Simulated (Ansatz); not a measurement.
Calculated with Ansatz (gas phase, PBE0-D4/def2-TZVP geometries, no zero-point term in ΔE). CCSD(T)/CBS adds triple-zeta CCSD(T) − MP2 to the extrapolated MP2 energy (def2 sets, frozen cores). This one scheme is used for every species. Functionals use def2-TZVPP. HSE06 is defined as in plane-wave codes. For Mg outer-core shells are correlated without core-valence functions, which leaves a few kJ/mol of doubt a bond. Each species was taken in one conformer, which may not be the lowest.

`F[Si]O[SiH3]` + `[CH3][Mg][OH]` → `[CH3][Mg][O][SiH3]` + `O[Si]F`  (ligand exchange at the Si–O bond)

```tsv
level	ΔE (kcal/mol)	difference from CCSD(T)/CBS
revPBE-D4	-6.1	0.5
r2SCAN-D4	-6.4	0.2
B97M-V	-7.3	-0.7
PBE0-D4	-6.3	0.3
HSE06-D4	-6.3	0.3
BHLYP-D4	-5.3	1.3
B2PLYP	-6.1	0.5
BLYP	-6.0	0.6
r2SCAN	-6.5	0.1
PBE0	-6.6	0.0
r2SCANh	-6.5	0.1
CAM-B3LYP	-5.8	0.8
CCSD/def2-SVP	-6.5	0.1
HF/def2-TZVPP	-6.1	0.5
MP2/def2-TZVPP	-6.2	0.4
HF/def2-QZVPP	-6.2	0.4
CCSD(T)/CBS	-6.6	0
```

Largest T1 diagnostic among the species: 0.015.

The D4 term adds +0.7 kcal/mol with B3LYP and +0.4 kcal/mol with PBE0; it sums over pairs of atoms, weighted by their polarisabilities, and B3LYP, whose exchange is more repulsive, gets the larger term. Leaving LDA and LC-ωPBE aside and taking each functional with its dispersion term where it has one, the values, not all of them listed here, spread over 2.1 kcal/mol, from B97M-V to BLYP-D4.

B3LYP here is the variant with VWN-RPA as its local correlation; programs differ in this.
